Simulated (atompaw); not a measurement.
**Before and after: PAW (atompaw) potential for boron**

atompaw 4.2.0.5 input, output lines left out:

```
B 5
GGA-PBE scalarrelativistic loggrid 1500 logderivrange -3 5 201
2 2 0 0 0 0
2 1 1
0 0 0
c
v
v
1
3.00 2.40 1.95 1.85
y
0.45
n
y
4.2
n
bloechl sinc
2 0 vpsmatchnc
```

Change: all radii scaled by about 0.75 (s 2.26, p 2.26 bohr); local potential vpsmatchnc scheme with l = 2 at 0 Ry, radius 1.48 bohr; augmentation sinc compensation charge, radius 1.82 bohr; PAW radius 2.26 bohr; waves and projectors: bloechl; core correction smooth core density matched at 1.40 bohr.

Cutoffs: the cutoffs (Ry, on a coarse ladder) from which the occupation-weighted sum of valence levels, in a spherical-Bessel basis at the reference potential, stays within 10 and 1 mRy of its value at 400 Ry; they do not see the model core or the augmentation charge, which bear on the density cutoff.

What does the change do?

The potential gets harder (21 Ry and 30 Ry → 30 Ry and 45 Ry); neither file shows a bound ghost. A smaller radius makes the pseudo-wave follow the all-electron one further in, where it bends more sharply, so more plane waves are needed.

```tsv
quantity	base	changed
cutoff, loose	21 Ry	30 Ry
cutoff, tight	30 Ry	45 Ry
loose cutoff by channel (10 mRy a level)	s 18 Ry, p 15 Ry	s 25 Ry, p 21 Ry
bound ghosts	none	none
lowest overlap eigenvalue by channel	s 0.44, p 0.60	s 0.39, p 1.00
```

 The cutoffs see the waves, projectors and local potential, not the compensation charge or the core.
